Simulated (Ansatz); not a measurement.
Relaxation of BBrClH$_{3}$ (6 atoms, charge 0, multiplicity 1), to a largest force component of 0.03 eV/Å in at most 50 steps.

Computed with RKS PBE-D4/def2-SVP in Ansatz.

```xyz
6
Properties=species:S:1:pos:R:3
B -0.014 0.257 0.049
Cl -0.046 0.671 1.826
H 1.071 0.165 -0.465
H -1.080 0.173 -0.505
Br 0.090 -2.888 0.807
H 0.134 -1.892 1.936
```

**Question.** Where does it end, and by what steps?

**Answer.** It converged. After 11 steps the energy has fallen by 0.105 eV; H6 moved furthest, 0.33 Å.

```csv
step,energy less start (eV),largest force component (eV/Å),accepted
0,0.0000,1.118,yes
1,-0.0606,0.552,yes
2,-0.0717,0.606,yes
3,-0.0827,0.558,yes
4,-0.0874,0.462,yes
5,-0.0934,0.358,yes
6,-0.0983,0.230,yes
7,-0.1032,0.120,yes
8,-0.0949,0.351,no
9,-0.1048,0.054,yes
10,-0.1051,0.038,yes
11,-0.1053,0.006,yes
```

```xyz
6
Properties=species:S:1:pos:R:3
B -0.009 0.223 0.093
Cl -0.048 0.878 1.736
H 1.070 0.128 -0.447
H -1.067 0.072 -0.477
Br 0.063 -2.616 0.686
H 0.146 -2.198 2.058
```

The run took 27 s on 1 thread of Arm Neoverse V1, with other jobs on the host, peak memory 0.14 GiB.
